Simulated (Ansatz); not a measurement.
**Energy profile**

The step: Si₂H₃F₃ ([F][Si]([F])([F])[SiH3]) + H₂O + NH₃ → SiNH₂F₃ ([NH2][Si]([F])([F])[F]) + SiH₄ + H₂O; bonds formed: Si2–H8, H6–O9; dative contacts that become bonds: Si1–N7; bonds broken: Si1–Si2, H6–N7, H8–O9 (atoms numbered as in the saddle structure below).

```
15
angstrom
Si -0.8982 0.8230 -0.7337
Si 0.9585 -1.4609 -0.8385
F -0.3524 0.7276 -2.2138
F -1.9902 -0.2228 -0.2387
F -1.8528 2.1045 -0.8840
H -0.0619 0.4962 1.5496
N 0.1062 1.4843 0.5740
H 0.1676 -0.9409 0.9280
O -0.0593 -0.5563 1.9545
H 1.5109 -2.6220 -0.0573
H 0.2789 -2.0835 -2.0117
H 2.1820 -0.7730 -1.3667
H 1.1001 1.4128 0.3814
H -0.1286 2.4480 0.7964
H -0.9608 -0.8369 2.1605
```

Electronic energies by CCSD(T) at an estimated basis limit (MP2 extrapolated from triple and quadruple zeta, plus CCSD(T) − MP2 in triple zeta), on PBE0-D4/def2-TZVP structures; Si2NH8OF3, singlet; no counterpoise correction. Ansatz 0.2.0; basis: def2-TZVPP and def2-QZVPP; cores frozen in the correlated methods. Extrapolation: Hartree–Fock as exp(−7.88 √X), correlation as X^−2.97.

(1) Give the profile in kJ/mol, counted from the separated reactants. (An estimate is asked for; the value comes from the calculation.)

T1 diagnostic: at most 0.013.

Answers

(1) By the calculation:
```json
{"point": "separated: Si2H3F3 (linked as [F][Si]([F])([F])[SiH3]; Si1, Si2, F3, F4, F5, H10, H11, H12; singlet) + NH3 (H6, N7, H13, H14; singlet) + H2O (H8, O9, H15; singlet)", "kJ/mol": "0.0"}
{"point": "start structure", "kJ/mol": "-54.3"}
{"point": "saddle", "kJ/mol": "147.3"}
{"point": "end structure", "kJ/mol": "-108.2"}
{"point": "separated: SiNH2F3 (linked as [NH2][Si]([F])([F])[F]; Si1, F3, F4, F5, N7, H13, H14; singlet) + SiH4 (Si2, H8, H10, H11, H12; singlet) + H2O (H6, O9, H15; singlet)", "kJ/mol": "-82.6"}
```

For scale, one of the runs: CCSD(T)/def2-TZVPP, 351 basis functions, launched by `ansatz run in.yaml --threads 4 --pin off --events-out ev --progress --plain --max-ram 66560MiB --backend cuda --devices 0, --max-vram 37GiB`. Hardware: 4 CPU threads of an AMD EPYC 7R13 and a share of one NVIDIA H100, shared host. Wall time 14 s; peak host memory 0.86 GiB.
